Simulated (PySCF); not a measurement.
Electric field gradients and quadrupole coupling constants

Species: C3H3NSSi.
Structure used (GFN2-xTB), in Å, numbered top down from 1:
```
atom  x, y, z in Å
N1     3.3230   -0.1459    0.5365
C2     2.1889   -0.0351    0.4025
C3     0.8039    0.0986    0.2367
C4    -0.0650   -0.7373   -0.3769
Si5   -1.6349    0.2494   -0.0996
S6    -0.0739    1.5044    0.8665
H7     0.2065   -1.6671   -0.8466
H8    -2.5525   -0.2293    0.9185
H9    -2.1825    0.9684   -1.2356
```

Field gradients from the PBE0/pcSseg-1 density (PySCF, non-relativistic), principal values in atomic units, ordered |Vxx| ≤ |Vyy| ≤ |Vzz|:

| atom | Vxx | Vyy | Vzz |
| --- | --- | --- | --- |
| N1 | 0.4868 | 0.5174 | -1.0041 |
| S6 | 0.0565 | 2.2602 | -2.3167 |

**Question.** Find the asymmetry η = (Vxx − Vyy)/Vzz and the couplings χ = eQV/h (234.96 MHz × Q in barn × V in au), with Q(14N) = 0.02044 b, Q(33S) = −0.0678 b.

**Answer.** 
```csv
atom,environment,nucleus,η,χzz (MHz),χxx (MHz),χyy (MHz)
N1,nitrile nitrogen,14N,0.03,-4.823,2.338,2.485
S6,sulfur bonded to C and Si,33S,0.95,36.91,-0.90,-36.01
```

The gradient is axial or nearly so (η below 0.05) at N1. At S6 η is above 0.9: Vyy and Vzz are nearly equal in size and opposite in sign, so a small change could swap them and flip the sign of χzz. The tensor is traceless: Vxx + Vyy + Vzz = 0.

**Question.** What is Vzz at S6 in SI units (1 au = 9.71736 × 10²¹ V/m²)?

**Answer.** -2.3167 au = -22.513 × 10²¹ V/m².

**Question.** And the gradient at the other heavy atoms, for which no coupling is worked out here?

**Answer.** 
```
atom                      environment  Vzz (au)     η
  C2                   nitrile carbon    -0.364  0.04
  C3  fully substituted alkene carbon    -0.259  0.30
  C4                 alkene CH carbon     0.243  0.11
 Si5                     SiH2 silicon     0.861  0.25
```

**Question.** What couplings would deuterons (Q(2H) = 0.00286 b) have in place of the hydrogens, at this geometry?

**Answer.** 
```tsv
atom	bonded to	bond length (Å)	Vzz (au)	η	χzz (kHz)
H7	C4	1.076	0.3381	0.05	227
H8	Si5	1.452	0.1683	0.01	113
H9	Si5	1.452	0.1683	0.01	113
```

Geometry: GFN2-xTB; no solvent, vibrations or thermal averaging. GFN2-xTB bond lengths can be off by several hundredths of an ångström, more for odd bonds, and the gradients follow them. The basis is small and wasn't made for field gradients, so the couplings can be 20 % off.
